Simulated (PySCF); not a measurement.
Bonds (- single, = double, # triple, : aromatic): C1-C2, C2#C3, C3-C4, C4#C5, C5-C6, C6=C7, C7-C8, C8-Si9. C1 carries H10, H11, H12; C6 carries H13; C7 carries H14; C8 carries H15, H16; Si9 carries H17, H18, H19. Stereochemistry as in CC#CC#C/C=C\C[SiH3].

Geometry: PBE0-D3(BJ)/def2-SVP; GIAO absolute shieldings from PySCF 2.14, gas phase, non-relativistic, averaged over equivalent atoms.

At wB97X-D/pcSseg-1 (210 basis functions, 100 s wall time on 1 thread of an Intel Xeon, shared host):
| atoms | σ (ppm) |
| --- | --- |
| C7 | 28.4 |
| C6 | 69.5 |
| C4 | 91.8 |
| C2 | 96.3 |
| C5 | 113.9 |
| C3 | 114.4 |
| C8 | 169.5 |
| C1 | 179.0 |
| Si9 | 418.3 |
| H14 | 25.05 |
| H13 | 25.94 |
| H17/H18/H19 | 27.50 |
| H10/H11/H12 | 29.37 |
| H15/H16 | 29.37 |

Task: Predict the values at PBE0/pcSseg-1 on the same geometry.

Result: 
```
      atoms  σ at PBE0/pcSseg-1  change
         C7                29.5    +1.1
         C6                70.2    +0.7
         C4                91.5    -0.3
         C2                95.4    -0.9
         C5               111.5    -2.4
         C3               113.4    -1.0
         C8               168.0    -1.5
         C1               178.4    -0.6
        Si9               419.3    +1.0
        H14               24.96   -0.09
        H13               25.75   -0.19
H17/H18/H19               27.37   -0.13
H10/H11/H12               29.15   -0.22
    H15/H16               29.14   -0.23
```

The largest change is at C5 (alkyne carbon). Cost: 210 basis functions, 2.3 min wall time on 1 thread of an Intel Xeon, shared host. The order of the carbon signals is the same at both levels.
